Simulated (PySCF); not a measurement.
O2W, SMILES [O]=[W]=[O], multiplicity 1.

Coordinates come from a PBE0-D3(BJ)/def2-TZVP optimisation. The multiplicity is an assumed one; other spin states were not compared. The def2 effective core potentials stand for the cores of W; spin–orbit coupling is left out.

All values below come from PBE0-D3(BJ)/def2-TZVP in PySCF.

Frequencies are harmonic and unscaled.

Computed harmonic wavenumbers and intensities:
```csv
mode,ν (cm⁻¹),IR (km/mol),Raman (Å⁴/amu),depolarisation,moving atoms (share of kinetic energy)
1,381,2.4,1.2,0.57,O 92 %
2,1045,154.6,27.0,0.75,"O 90 %, W 10 %"
3,1104,63.2,16.6,0.34,O 93 %
```
